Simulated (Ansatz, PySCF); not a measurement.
Gas-phase reaction (SMILES): N[Si](F)(F)F + F (HF) → F[Si](F)(F)F [tetrafluorosilane] + N (NH3); hydrogen fluoride cleaves one Si-N bond, a model of a ligand-exchange step.

Geometries: B3LYP-D3(BJ)/def2-TZVP minima from Ansatz (a quantum-chemistry and plane-wave program), one conformer each, not searched for the lowest. Cores are frozen in the correlated levels unless marked. No spin-orbit coupling. Non-relativistic. CBS marks a two-point X^-3 extrapolation of the correlation energy; Hartree-Fock from the larger set. The bracket is a focal-point correction in the basis named. Thermal terms are rigid-rotor harmonic-oscillator values from B3LYP-D3(BJ) frequencies (Ansatz or PySCF) at 298.15 K and 1 atm. 1 Eh = 627.5095 kcal/mol.

```tsv
species	E, RI-MP2/CBS(aug-cc-pV(T+d)Z,aug-cc-pV(Q+d)Z)+[CCSD(T)-MP2]/aug-cc-pV(T+d)Z (Ansatz) (Eh)	E, PBE/def2-TZVPD (Ansatz) (Eh)	H - E (Eh)
N[Si](F)(F)F	-644.61537	-644.90119	0.04235
F (HF)	-100.39388	-100.39521	0.01259
F[Si](F)(F)F	-688.52919	-688.81181	0.01842
N (NH3)	-56.50756	-56.51037	0.03799
```

Work out ΔE and ΔH at 298.15 K at the first level, then ΔH at the second.


1. ΔE = [(-688.52919) + (-56.50756)] - [(-644.61537) + (-100.39388)] = -0.02750 Eh = -17.3 kcal/mol at RI-MP2/CBS(aug-cc-pV(T+d)Z,aug-cc-pV(Q+d)Z)+[CCSD(T)-MP2]/aug-cc-pV(T+d)Z.
2. The terms H - E add up to 0.00147 Eh, so ΔH = (-0.02750 + (0.00147))×627.5095 = -16.3 kcal/mol.
3. At PBE/def2-TZVPD the same steps give ΔE = -16.2 and ΔH = -15.3 kcal/mol, a shift of +1.0 from the first level.
4. These values are not checked against measurement here, since the tables used lack a sound gas-phase enthalpy of formation for at least one species.
